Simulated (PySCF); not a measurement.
2-methylidene-1,3-dithiole (C4H4S2), SMILES C=C1SC=CS1. Atoms are numbered in the order given.

```xyz
10

C      0.0000     0.0000     2.2948
C      0.0000     0.0000     0.9482
S      0.0000     1.4850    -0.0358
C      0.0000     0.6722    -1.5880
C      0.0000    -0.6722    -1.5880
S      0.0000    -1.4850    -0.0358
H      0.0000    -0.9360     2.8551
H      0.0000     0.9360     2.8551
H      0.0000     1.2952    -2.4830
H      0.0000    -1.2952    -2.4830
```
Charge 0, spin multiplicity 1.

Coordinates come from a TPSSh-D3(BJ)/def2-SVP optimisation.

All values below come from PBE/pcSseg-1 run with PySCF.

GIAO shieldings, no solvent; atoms alike by connectivity are averaged. δ = σ(ref) − σ: ¹³C against TMS (σ = 182.0 ppm); ³³S against H2S (σ = 706.5 ppm); ¹H against TMS (σ = 31.49 ppm), references at their B3LYP-D3(BJ)/def2-TZVP geometries, non-relativistic.

```
nucleus    atoms  count  δ (ppm)
-------  -------  -----  -------
¹³C           C2      1    157.5
¹³C       C4, C5      2    124.4
¹³C           C1      1     98.4
³³S       S3, S6      2    438.8
¹H       H9, H10      2     5.91
¹H        H7, H8      2     5.53
```
